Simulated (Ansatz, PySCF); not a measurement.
C2H9NOSi, SMILES CC[Si@@H](N)O. Atoms are numbered in the order given.

```xyz
14

C      2.1373    -0.9335     0.2649
C      1.1501     0.1495     0.7097
Si    -0.3900     0.2723    -0.3573
N     -1.2260    -1.2313    -0.2857
O     -1.3713     1.5186     0.1920
H      3.0127    -0.9959     0.9317
H      1.6542    -1.9233     0.2456
H      2.5131    -0.7403    -0.7536
H      1.6451     1.1389     0.7347
H      0.8174    -0.0301     1.7503
H     -0.0343     0.5060    -1.7933
H     -1.4781    -1.6101     0.6232
H     -1.9629    -1.4255    -0.9572
H     -0.9962     2.4066     0.1629
```
Charge 0, spin multiplicity 1.

Geometry optimised at r2SCAN-D4/def2-SVP. The structure was generated by enumeration; whether it is a known compound was not checked. Other conformers were not sampled.

Two levels are set side by side: PBE-D3(BJ)/def2-SVP (Ansatz, a program for electronic structure) and r2SCAN-D4/def2-SVP (Ansatz). Each level has its own optimised geometry; the coordinates shown are those of the second. Frequencies come from the Hessian of PySCF at each geometry. Differences are taken from unrounded values.

```tsv
quantity	r2SCAN-D4
mean bond length (Å)	1.294
bond C1–C2 (Å)	1.531
bond C2–Si3 (Å)	1.878
bond Si3–N4 (Å)	1.722
bond Si3–O5 (Å)	1.679
bond C1–H6 (Å)	1.102
bond C1–H7 (Å)	1.102
bond C1–H8 (Å)	1.103
bond C2–H9 (Å)	1.107
bond C2–H10 (Å)	1.107
bond Si3–H11 (Å)	1.498
bond N4–H12 (Å)	1.016
bond N4–H13 (Å)	1.016
bond O5–H14 (Å)	0.964
highest harmonic wavenumber (cm⁻¹)	3874
mean harmonic wavenumber (cm⁻¹)	1386
zero-point energy (kcal/mol)	71.31
```

**Question.** What does PBE-D3(BJ) give, and how far is it from r2SCAN-D4? (An estimate is asked for; the answer gives what the named calculation found.)

**Answer.** 
```tsv
quantity	PBE-D3(BJ)	PBE-D3(BJ) minus r2SCAN-D4
mean bond length (Å)	1.303	0.009
bond C1–C2 (Å)	1.535	0.003
bond C2–Si3 (Å)	1.889	0.012
bond Si3–N4 (Å)	1.735	0.013
bond Si3–O5 (Å)	1.694	0.015
bond C1–H6 (Å)	1.110	0.007
bond C1–H7 (Å)	1.109	0.007
bond C1–H8 (Å)	1.110	0.007
bond C2–H9 (Å)	1.113	0.007
bond C2–H10 (Å)	1.114	0.006
bond Si3–H11 (Å)	1.509	0.011
bond N4–H12 (Å)	1.024	0.008
bond N4–H13 (Å)	1.023	0.008
bond O5–H14 (Å)	0.973	0.009
highest harmonic wavenumber (cm⁻¹)	3751	-123
mean harmonic wavenumber (cm⁻¹)	1352	-34
zero-point energy (kcal/mol)	69.57	-1.73
```
